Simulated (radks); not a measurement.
Valence configurations of neutral thallium. Method: Dirac Kohn-Sham, PBE, spin-unpolarised, spherical densities, finite nucleus; open shells fill j = l - 1/2 first; Fermi nuclear charge, rms radius 5.4759 fm; computed with a radial shooting solver on a logarithmic mesh with Libxc functionals. Energies are relative to [Hg] 6p1; eigenvalues in eV.

valence                     E (eV)  e(4f5/2)  e(4f7/2)  e(5d3/2)  e(5d5/2)  e(6p1/2)
[Hg] 6p1                     0.000   -115.69   -111.09   -16.257   -14.065    -2.840
[Xe] 4f14 5d10 6p3          14.297   -119.20   -114.60   -19.581   -17.345    -4.497
[Xe] 4f12 5d10 6s2 6p3      251.79   -153.00   -148.13   -28.140   -25.356    -5.461
[Xe] 4f14 5d10 6s1.5 6p1.5   3.170   -116.45   -111.85   -16.979   -14.778    -3.193
[Xe] 4f14 5d10 6s1 6p2       6.402   -117.17   -112.58   -17.660   -15.449    -3.522
[Xe] 4f14 5d9.5 6s2 6p1.5    5.942   -118.25   -113.65   -18.204   -15.952    -3.412
[Xe] 4f12 5d10 6s1.5 6p3.5  256.66   -153.98   -149.10   -29.052   -26.257    -5.915
[Xe] 4f14 5d9 6s2 6p2       12.538   -120.80   -116.20   -20.111   -17.799    -3.956
[Xe] 4f13 5d10 6s2 6p2      116.53   -133.65   -128.91   -21.747   -19.262    -3.971
[Xe] 4f13.5 5d10 6s2 6p1.5  56.181   -124.58   -119.92   -18.981   -16.642    -3.414

NIST lists [Hg] 6p1 as the ground configuration; this level of theory agrees among the configurations tried. The energies are those of spherical spin-averaged densities, not of single terms.
